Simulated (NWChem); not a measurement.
Program: NWChem. System: H₃AlOS₂, charge 0, spin multiplicity 1, displaced from the optimised geometry. The structure started from a generated list of species. Level: PBE0/def2-SVP.

Input file:

```
start mol
memory heap 200 mb stack 800 mb global 1000 mb
geometry units angstroms nocenter noautoz
  Al    -0.163500    -0.338307     0.000000
  O     -1.100438    -1.815034     0.000000
  H     -0.723743    -2.729116     0.000000
  S     -1.327919     1.572295     0.000000
  H     -2.529046     0.870066     0.000000
  S      2.080150    -0.339325     0.000000
  H      2.146091     1.049800     0.000000
  symmetry group Cs
end
basis spherical
  * library def2-svp
end
dft
  xc pbe0
  semidirect memsize 60000000 filesize 0
  iterations 100
  convergence energy 1e-4 density 1e-3 gradient 5e-3
end
task dft gradient
```

Part of the output:

```
             Northwest Computational Chemistry Package (NWChem) 7.3.0
             --------------------------------------------------------

                                NWChem Input Module
                                -------------------

 Scaling coordinates for geometry "geometry" by  1.889725989
 (inverse scale =  0.529177249)

 Turning off AUTOSYM since
 SYMMETRY directive was detected!

                             Geometry "geometry" -> ""
                             -------------------------

 Output coordinates in angstroms (scale by  1.889725989 to convert to a.u.)

  No.       Tag          Charge          X              Y              Z
 ---- ---------------- ---------- -------------- -------------- --------------
    1 Al                  13.0000    -0.16350000    -0.33830700     0.00000000
    2 O                    8.0000    -1.10043800    -1.81503400     0.00000000
    3 H                    1.0000    -0.72374300    -2.72911600     0.00000000
    4 S                   16.0000    -1.32791900     1.57229500     0.00000000
    5 H                    1.0000    -2.52904600     0.87006600     0.00000000
    6 S                   16.0000     2.08015000    -0.33932500     0.00000000
    7 H                    1.0000     2.14609100     1.04980000     0.00000000

 Effective nuclear repulsion energy (a.u.)     239.2177397789

            Nuclear Dipole moment (a.u.)
            ----------------------------
        X                 Y               Z
 ---------------- ---------------- ----------------
    -0.0000113384     0.0000132281     0.0000000000

      Symmetry information
      --------------------

 Group name             Cs
 Group number              2
 Group order               2
 No. of unique centers     7

      Symmetry unique atoms

     1    2    3    4    5    6    7


 Summary of "ao basis" -> "" (spherical)
 ------------------------------------------------------------------------------
       Tag                 Description            Shells   Functions and Types
 ---------------- ------------------------------  ------  ---------------------
 *                          def2-svp                  on all atoms

                                 NWChem DFT Module
                                 -----------------

 Summary of "ao basis" -> "ao basis" (spherical)
 ------------------------------------------------------------------------------
       Tag                 Description            Shells   Functions and Types
 ---------------- ------------------------------  ------  ---------------------
 Al                         def2-svp                 8       18   4s3p1d
 O                          def2-svp                 6       14   3s2p1d
 H                          def2-svp                 3        5   2s1p
 S                          def2-svp                 8       18   4s3p1d

 Summary of "ao basis" -> "ao basis" (spherical)
 ------------------------------------------------------------------------------
       Tag                 Description            Shells   Functions and Types
 ---------------- ------------------------------  ------  ---------------------
 Al                         def2-svp                 8       18   4s3p1d
 O                          def2-svp                 6       14   3s2p1d
 H                          def2-svp                 3        5   2s1p
 S                          def2-svp                 8       18   4s3p1d

      Symmetry analysis of basis
      --------------------------

        a'         61
        a"         22

            General Information
            -------------------
          SCF calculation type: DFT
          Wavefunction type:  closed shell.
          No. of atoms     :     7
          No. of electrons :    56
           Alpha electrons :    28
            Beta electrons :    28
          Charge           :     0
          Spin multiplicity:     1
          Use of symmetry is: on ; symmetry adaption is: on
          Maximum number of iterations: 100
          AO basis - number of functions:    83
                     number of shells:    39
          Convergence on energy requested:  1.00D-04
          Convergence on density requested:  1.00D-03
          Convergence on gradient requested:  5.00D-03

              XC Information
              --------------
                         PBE0 Method XC Functional
                     Hartree-Fock (Exact) Exchange  0.250
          PerdewBurkeErnzerhof Exchange Functional  0.750
            Perdew 1991 LDA Correlation Functional  1.000 local
           PerdewBurkeErnz. Correlation Functional  1.000 non-local

             Grid Information
             ----------------
          Grid used for XC integration:  medium
          Radial quadrature: Mura-Knowles
          Angular quadrature: Lebedev.
          Tag              B.-S. Rad. Rad. Pts. Rad. Cut. Ang. Pts.
          ---              ---------- --------- --------- ---------
          Al                  1.25       88           9.0       590
          O                   0.60       49          11.0       434
          H                   0.35       45          12.0       434
          S                   1.00       88          12.0       590
          Grid pruning is: on
          Number of quadrature shells:   448
          Spatial weights used:  Erf1

          Convergence Information
          -----------------------
          Convergence aids based upon iterative change in
          total energy or number of iterations.
          Levelshifting, if invoked, occurs when the
          HOMO/LUMO gap drops below (HL_TOL):  1.00D-02
[...]
 d= 0,ls=0.0,diis     4  -1115.1244907075 -3.61D-03  8.81D-04  4.47D-03     2.0
 d= 0,ls=0.0,diis     5  -1115.1252204676 -7.30D-04  1.69D-04  1.59D-04     2.2
  Resetting Diis
 d= 0,ls=0.0,diis     6  -1115.1252453628 -2.49D-05  2.86D-05  5.60D-06     2.4
 d= 0,ls=0.0,diis     7  -1115.1252463244 -9.62D-07  1.16D-05  3.18D-07     2.7

         Total DFT energy =    -1115.125246324385
      One electron energy =    -2019.585270297304
           Coulomb energy =      744.520627360257
    Exchange-Corr. energy =      -79.278343166252
 Nuclear repulsion energy =      239.217739778915

 Numeric. integr. density =       55.999985890136

     Total iterative time =      2.3s

                  Occupations of the irreducible representations
                  ----------------------------------------------

                     irrep           alpha         beta
                     --------     --------     --------
                     a'               22.0         22.0
                     a"                6.0          6.0

                       DFT Final Molecular Orbital Analysis
                       ------------------------------------

 Vector   26  Occ=2.000000D+00  E=-3.171537D-01  Symmetry=a'
              MO Center=  4.3D-01,  2.7D-01, -3.0D-16, r^2= 5.4D+00
   Bfn.  Coefficient  Atom+Function         Bfn.  Coefficient  Atom+Function
  ----- ------------  ---------------      ----- ------------  ---------------
    71      0.399814  6 S  px                49     -0.343793  4 S  py
    68      0.302990  6 S  px                46     -0.245734  4 S  py
     8     -0.176003  1 Al px                22      0.176149  2 O  px
    65      0.173606  6 S  px                43     -0.142270  4 S  py
    48      0.138255  4 S  px                25      0.124387  2 O  px

 Vector   27  Occ=2.000000D+00  E=-2.874660D-01  Symmetry=a"
              MO Center=  5.2D-01,  2.1D-01, -3.6D-16, r^2= 5.0D+00
   Bfn.  Coefficient  Atom+Function         Bfn.  Coefficient  Atom+Function
  ----- ------------  ---------------      ----- ------------  ---------------
    73      0.459972  6 S  pz                50      0.368200  4 S  pz
    70      0.317640  6 S  pz                47      0.257205  4 S  pz
    67      0.182796  6 S  pz                24     -0.181703  2 O  pz
    27     -0.153971  2 O  pz                44      0.147846  4 S  pz
    13      0.119625  1 Al pz                10      0.088482  1 Al pz

 Vector   28  Occ=2.000000D+00  E=-2.731884D-01  Symmetry=a"
              MO Center=  5.4D-02,  7.5D-01, -6.0D-16, r^2= 5.0D+00
   Bfn.  Coefficient  Atom+Function         Bfn.  Coefficient  Atom+Function
  ----- ------------  ---------------      ----- ------------  ---------------
    50      0.511269  4 S  pz                73     -0.431899  6 S  pz
    47      0.341216  4 S  pz                70     -0.286079  6 S  pz
    44      0.196789  4 S  pz                67     -0.165066  6 S  pz
    17      0.053082  1 Al d  1              15      0.035756  1 Al d -1

 Vector   29  Occ=0.000000D+00  E=-2.382083D-02  Symmetry=a'
              MO Center= -6.8D-02, -3.2D-01, -6.4D-15, r^2= 5.2D+00
   Bfn.  Coefficient  Atom+Function         Bfn.  Coefficient  Atom+Function
  ----- ------------  ---------------      ----- ------------  ---------------
     4      1.107651  1 Al s                 71      0.401314  6 S  px
    64     -0.385633  6 S  s                 21     -0.359449  2 O  s
    49      0.345841  4 S  py                41     -0.341769  4 S  s
     3      0.260261  1 Al s                  2      0.232994  1 Al s
    63     -0.204135  6 S  s                 40     -0.193705  4 S  s

 Vector   30  Occ=0.000000D+00  E=-6.062100D-03  Symmetry=a"
              MO Center= -1.1D-01, -2.5D-01, -5.2D-14, r^2= 4.2D+00
   Bfn.  Coefficient  Atom+Function         Bfn.  Coefficient  Atom+Function
  ----- ------------  ---------------      ----- ------------  ---------------
    13      0.795169  1 Al pz                10      0.374353  1 Al pz
    50     -0.305213  4 S  pz                73     -0.304038  6 S  pz
    27     -0.211180  2 O  pz                24     -0.198297  2 O  pz
     7     -0.187465  1 Al pz                70     -0.151789  6 S  pz
    47     -0.150107  4 S  pz                67     -0.084648  6 S  pz

 Vector   31  Occ=0.000000D+00  E= 1.524133D-02  Symmetry=a'
              MO Center=  1.0D+00,  5.9D-01,  4.3D-15, r^2= 5.6D+00
   Bfn.  Coefficient  Atom+Function         Bfn.  Coefficient  Atom+Function
  ----- ------------  ---------------      ----- ------------  ---------------
    80      0.988376  7 H  s                 64     -0.687503  6 S  s
    72     -0.681716  6 S  py                 3     -0.562334  1 Al s
    57      0.501211  5 H  s                 48      0.458711  4 S  px
    11      0.277405  1 Al px                79      0.275594  7 H  s
    12     -0.257180  1 Al py                69     -0.199952  6 S  py

 center of mass
 --------------
 x =   0.01584973 y =   0.00766023 z =   0.00000000

 moments of inertia (a.u.)
 ------------------
         528.085110218512         192.272606025785           0.000000000000
         192.272606025785         808.564094243191           0.000000000000
           0.000000000000           0.000000000000        1336.649204461703

     Multipole analysis of the density
     ---------------------------------

     L   x y z        total         alpha         beta         nuclear
     -   - - -        -----         -----         ----         -------
     0   0 0 0     -0.000000    -28.000000    -28.000000     56.000000

     1   1 0 0     -0.021982     -0.010986     -0.010986     -0.000011
     1   0 1 0     -0.407589     -0.203801     -0.203801      0.000013
     1   0 0 1     -0.000000     -0.000000     -0.000000      0.000000

     2   2 0 0    -35.381588   -230.181798   -230.181798    424.982008
     2   1 1 0      1.668117     47.211825     47.211825    -92.755532
     2   1 0 1      0.000000      0.000000      0.000000      0.000000
     2   0 2 0    -31.450166   -155.971270   -155.971270    280.492374
     2   0 1 1     -0.000000     -0.000000     -0.000000      0.000000
     2   0 0 2    -33.820089    -16.910045    -16.910045      0.000000

            General Information
            -------------------
          SCF calculation type: DFT
          Wavefunction type:  closed shell.
          No. of atoms     :     7
          No. of electrons :    56
           Alpha electrons :    28
            Beta electrons :    28
          Charge           :     0
          Spin multiplicity:     1
          Use of symmetry is: on ; symmetry adaption is: on
          Maximum number of iterations: 100
          AO basis - number of functions:    83
                     number of shells:    39
          Convergence on energy requested:  1.00D-04
          Convergence on density requested:  1.00D-03
          Convergence on gradient requested:  5.00D-03

              XC Information
              --------------
                         PBE0 Method XC Functional
                     Hartree-Fock (Exact) Exchange  0.250
          PerdewBurkeErnzerhof Exchange Functional  0.750
            Perdew 1991 LDA Correlation Functional  1.000 local
           PerdewBurkeErnz. Correlation Functional  1.000 non-local

             Grid Information
             ----------------
          Grid used for XC integration:  medium
          Radial quadrature: Mura-Knowles
          Angular quadrature: Lebedev.
          Tag              B.-S. Rad. Rad. Pts. Rad. Cut. Ang. Pts.
          ---              ---------- --------- --------- ---------
          Al                  1.25       88           9.0       590
          O                   0.60       49          11.0       434
          H                   0.35       45          12.0       434
          S                   1.00       88          12.0       590
          Grid pruning is: on
          Number of quadrature shells:   448
          Spatial weights used:  Erf1

          Convergence Information
          -----------------------
          Convergence aids based upon iterative change in
          total energy or number of iterations.
          Levelshifting, if invoked, occurs when the
          HOMO/LUMO gap drops below (HL_TOL):  1.00D-02
          DIIS, if invoked, will attempt to extrapolate
          using up to (NFOCK): 10 stored Fock matrices.

                    Damping( 0%)  Levelshifting(0.5)       DIIS
                  --------------- ------------------- ---------------
          dE  on:    start            ASAP                start
          dE off:    2 iters        100 iters           100 iters

      Screening Tolerance Information
      -------------------------------
          Density screening/tol_rho:  1.00D-10
          AO Gaussian exp screening on grid/accAOfunc:   9
          CD Gaussian exp screening on grid/accCDfunc:  20
          XC Gaussian exp screening on grid/accXCfunc:  20
          Schwarz screening/accCoul:  1.00D-08

                            NWChem DFT Gradient Module
                            --------------------------

  charge          =   0.00
  wavefunction    = closed shell

  Using symmetry

                         DFT ENERGY GRADIENTS

    atom               coordinates                        gradient
                 x          y          z           x          y          z
   1 Al     -0.308970  -0.639308   0.000000    0.005753   0.008375   0.000000
   2 O      -2.079526  -3.429917   0.000000   -0.022808   0.004783   0.000000
   3 H      -1.367676  -5.157281   0.000000    0.009637  -0.026782   0.000000
   4 S      -2.509403   2.971207   0.000000    0.007061   0.022450   0.000000
   5 H      -4.779204   1.644186   0.000000   -0.015372  -0.008911   0.000000
   6 S       3.930914  -0.641231   0.000000    0.014797  -0.017740   0.000000
   7 H       4.055524   1.983834   0.000000    0.000933   0.017825   0.000000

                 ----------------------------------------
                 |  Time  |  1-e(secs)   |  2-e(secs)   |
                 ----------------------------------------
                 |  CPU   |       0.01   |       2.61   |
                 ----------------------------------------
                 |  WALL  |       0.01   |       2.61   |
                 ----------------------------------------

 Task  times  cpu:        5.6s     wall:        5.6s

 Total times  cpu:        5.7s     wall:        5.7s
```
